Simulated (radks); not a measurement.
Results of a calculation; reference values are marked as such.
Ionisation of the cadmium ion Cd3+, [Kr] 4d9, to Cd4+, [Kr] 4d8, under several functionals. Dirac Kohn-Sham, spin-unpolarised, spherical densities, finite nucleus; open shells are shared between the two j in proportion to 2j + 1; a radial shooting solver on a logarithmic mesh with Libxc functionals.

[
 {"functional": "RPBE", "E(Cd3+) (hartree)": "-5593.87221", "Exc (hartree)": "-153.98122", "IE (eV)": "53.989", "-e(HOMO) (eV)": "45.430", "<r> HOMO (bohr)": "1.202", "IE error (eV)": "+2.989"},
 {"functional": "B86b exchange with PBE correlation", "E(Cd3+) (hartree)": "-5594.21078", "Exc (hartree)": "-154.31850", "IE (eV)": "54.085", "-e(HOMO) (eV)": "45.531", "<r> HOMO (bohr)": "1.203", "IE error (eV)": "+3.085"},
 {"functional": "BLYP", "E(Cd3+) (hartree)": "-5594.13727", "Exc (hartree)": "-154.22699", "IE (eV)": "53.914", "-e(HOMO) (eV)": "45.374", "<r> HOMO (bohr)": "1.206", "IE error (eV)": "+2.914"},
 {"functional": "PBE", "E(Cd3+) (hartree)": "-5593.54165", "Exc (hartree)": "-153.64025", "IE (eV)": "54.057", "-e(HOMO) (eV)": "45.503", "<r> HOMO (bohr)": "1.203", "IE error (eV)": "+3.057"},
 {"functional": "AM05", "E(Cd3+) (hartree)": "-5588.72484", "Exc (hartree)": "-148.76321", "IE (eV)": "54.033", "-e(HOMO) (eV)": "45.481", "<r> HOMO (bohr)": "1.202", "IE error (eV)": "+3.033"},
 {"functional": "SOGGA", "E(Cd3+) (hartree)": "-5590.59331", "Exc (hartree)": "-150.65508", "IE (eV)": "53.929", "-e(HOMO) (eV)": "45.379", "<r> HOMO (bohr)": "1.203", "IE error (eV)": "+2.929"}
]

NIST Atomic Spectra Database: 51 eV (theoretical). Closest: BLYP. The Delta-SCF values span 0.17 eV, the total energies 5.49 hartree. The highest occupied level is 4d5/2. Spin polarisation and multiplet splitting are left out, so open shells lie too high by an amount that depends on their filling. Sharing an open shell by 2j + 1 raises it above the true ground level by a part of the spin-orbit splitting, which enters the differences from NIST.

Beside tabulated values, note that spin-unpolarised runs miss the spin-polarisation part of the exchange energy of open shells.
